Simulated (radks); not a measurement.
Charge is removed step by step from the 4s down level of neutral palladium, starting from [Ar] 3d10 4s(up 1, down 1) 4p6 4d10. Calculated with a radial shooting solver on a logarithmic mesh with Libxc functionals: scalar-relativistic Kohn-Sham, r2SCAN, spin-polarised, spherical densities, finite nucleus; meta-GGA in the generalised Kohn-Sham scheme; Fermi nuclear charge, rms radius 4.5318 fm.

| removed (e) | E - E(0) (eV) | eigenvalue (eV) | E minus straight line (eV) |
|---|---|---|---|
| 0 | 0.000 | -87.536 | 0.000 |
| 0.25 | 22.208 | -90.257 | -1.120 |
| 0.5 | 45.127 | -93.220 | -1.528 |
| 0.75 | 68.812 | -96.381 | -1.170 |
| 1 | 93.310 | -99.709 | 0.000 |

Removing the whole electron costs 93.310 eV by Delta-SCF, against 87.536 eV from minus the eigenvalue at the starting occupation. Slater's transition state (half an electron removed) gives 93.220 eV. Integrating minus the eigenvalue over the occupation (Janak's theorem) gives 93.353 eV. In this scalar-relativistic scheme the density is built from large components alone, so the theorem holds only approximately. The mean slope of the eigenvalue, de/dn, is 12.2 eV per electron.
